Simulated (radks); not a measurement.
The nuclear charge of neutral iridium is varied continuously with 77 electrons held in [Xe] 4f14 5d7 6s2. Calculated with a radial shooting solver on a logarithmic mesh with Libxc functionals: Dirac Kohn-Sham, PBE, spin-unpolarised, spherical densities, finite nucleus; open shells fill j = l - 1/2 first; Fermi nuclear charge, rms radius 5.4032 fm. By the Hellmann-Feynman theorem dE/dZ = E(electron-nucleus)/Z, the electronic potential at the nucleus (averaged over a nucleus of fixed radius).

| Z | E (hartree) | E(electron-nucleus)/Z (hartree) | HOMO | e(HOMO) (eV) | <r> HOMO (bohr) |
|---|---|---|---|---|---|
| 76.8 | -17738.4687 | -579.448 | 5d5/2 | -4.563 | 1.810 |
| 77 | -17854.5980 | -581.845 | 6s1/2 | -6.292 | 2.908 |
| 77.2 | -17971.2069 | -584.244 | 6s1/2 | -7.890 | 2.828 |
| 77.4 | -18088.2958 | -586.646 | 6s1/2 | -9.567 | 2.755 |
| 77.6 | -18205.8653 | -589.050 | 6s1/2 | -11.317 | 2.688 |
| 77.8 | -18323.9159 | -591.457 | 6s1/2 | -13.139 | 2.626 |
| 78 | -18442.4482 | -593.867 | 6s1/2 | -15.027 | 2.569 |

The central difference of E at Z = 77 is -581.845 hartree, to compare with the third column; the second derivative is -12 hartree.
